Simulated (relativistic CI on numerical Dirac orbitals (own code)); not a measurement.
W²⁺ (5d4) in a crystal field

Calculated by Dirac-Coulomb-Breit CI, separate exchange-only KLI orbitals for each configuration, a model potential for QED, one configuration in a parametric crystal field, unscaled Slater integrals (own radial code). With so little scaling, terms lie 10 to 35 % too far apart, which can change the order of excited levels.

Field parameters in Wybourne normalisation: D4h B²₀ = −7Ds, B⁴₀ = 21(Dq − Dt), B⁴₄ = 21√(5/14) Dq. The field is a parameter set, without covalency.

S is read from ⟨S²⟩ = S(S + 1).

Powder χT (cm³ K mol⁻¹) by Van Vleck's formula, with temperature-independent terms:

| Field | 2 K | 5 K | 10 K | 20 K | 50 K | 100 K | 200 K | 300 K |
| --- | --- | --- | --- | --- | --- | --- | --- | --- |
| D4h, 10Dq = 26900, Ds = -1500, Dt = 760 cm⁻¹ | 0.00349 | 0.00873 | 0.0175 | 0.0349 | 0.0873 | 0.175 | 0.349 | 0.512 |
| D4h, 10Dq = 26900, Ds = -1090, Dt = 760 cm⁻¹ | 0.00338 | 0.00845 | 0.0169 | 0.0338 | 0.0845 | 0.169 | 0.338 | 0.499 |
| D4h, 10Dq = 26900, Ds = -680, Dt = 760 cm⁻¹ | 0.00324 | 0.00811 | 0.0162 | 0.0324 | 0.0811 | 0.162 | 0.324 | 0.482 |
| D4h, 10Dq = 26900, Ds = -270, Dt = 760 cm⁻¹ | 0.00308 | 0.00771 | 0.0154 | 0.0308 | 0.0771 | 0.154 | 0.308 | 0.46 |
| D4h, 10Dq = 26900, Ds = 140, Dt = 760 cm⁻¹ | 0.00292 | 0.0073 | 0.0146 | 0.0292 | 0.073 | 0.146 | 0.292 | 0.438 |
| D4h, 10Dq = 26900, Ds = 550, Dt = 760 cm⁻¹ | 0.00287 | 0.00717 | 0.0143 | 0.0287 | 0.0717 | 0.143 | 0.287 | 0.43 |
| D4h, 10Dq = 26900, Ds = 950, Dt = 760 cm⁻¹ | 0.00308 | 0.0077 | 0.0154 | 0.0308 | 0.077 | 0.154 | 0.308 | 0.462 |
| D4h, 10Dq = 26900, Ds = 1360, Dt = 760 cm⁻¹ | 0.00358 | 0.00896 | 0.0179 | 0.0358 | 0.0896 | 0.179 | 0.358 | 0.536 |

(1) For D4h, 10Dq = 26900, Ds = -1500, Dt = 760 cm⁻¹: what effective moment follows at 300 K?

Results:

(1) μ_eff = √(8χT) = 2.02 μB. The ground level has S = 1.05; the spin-only moment for S = 1 is 2.83 μB. The difference comes from the orbital moment, spin-orbit mixing of terms and temperature-independent paramagnetism, all larger in this ionic model than in covalent complexes. The ground level is a non-magnetic singlet, so χT starts at zero and rises through temperature-independent paramagnetism and the filling of excited levels.
